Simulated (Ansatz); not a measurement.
Computed with Ansatz.

A structure relaxed at PBE0-D4/def2-TZVP, charge 0, multiplicity 1:

```xyz
11

N     1.284    0.321    2.073
Ga   -0.067   -0.582    1.267
Si   -0.017   -0.620   -1.143
C    -1.202    0.763   -1.778
O    -2.363    0.573   -2.034
H     2.051    0.747    1.582
H     1.373    0.425    3.070
H    -1.151   -1.208    2.202
H     1.346   -0.298   -1.655
H    -0.475   -1.914   -1.711
H    -0.780    1.794   -1.875
```

(1) Give its formula and SMILES.

(2) Summarise the bond lengths by kind.

Answers

(1) CH6GaNOSi, `[NH2][GaH][SiH2]C=O`.

(2) 1 × Ga–N 1.815 Å; 2 × H–N 1.006 Å; 1 × Ga–Si 2.410 Å; 1 × Ga–H 1.563 Å; 1 × C–Si 1.928 Å; 2 × H–Si 1.486 to 1.492 Å; 1 × C–O 1.204 Å; 1 × C–H 1.118 Å.
